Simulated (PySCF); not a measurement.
H5AlGeO, SMILES [OH][AlH][GeH3], singlet (B3LYP/def2-SVP optimised geometry):

```
8

Al    -0.689     0.197     0.000
Ge     1.785     0.197     0.000
H      2.359     1.122     1.102
H      2.394    -1.206     0.222
H      2.355     0.729    -1.339
H     -1.595     1.502     0.000
O     -1.446    -1.335    -0.008
H     -2.394    -1.502    -0.008
```

Method: PySCF 2.14.0 with B3LYP/def2-TZVP.

Question: What are the frontier orbital energies and the dipole moment?

Answer: HOMO-2 -9.02 eV, HOMO-1 -8.99 eV, HOMO -7.43 eV, LUMO -1.55 eV, LUMO+1 -0.42 eV; dipole moment 1.60 D.

On the same geometry PBE/def2-TZVP (PySCF 2.14.0) gives HOMO-2 -7.70 eV, HOMO-1 -7.69 eV, HOMO -6.51 eV, LUMO -2.10 eV, LUMO+1 -0.97 eV; dipole moment 1.50 D.

Meta-Löwdin charges at B3LYP/def2-TZVP: Al1 0.72, Ge2 0.00, H3 -0.05, H4 -0.04, H5 -0.05, H6 -0.16, O7 -0.77, H8 0.35.
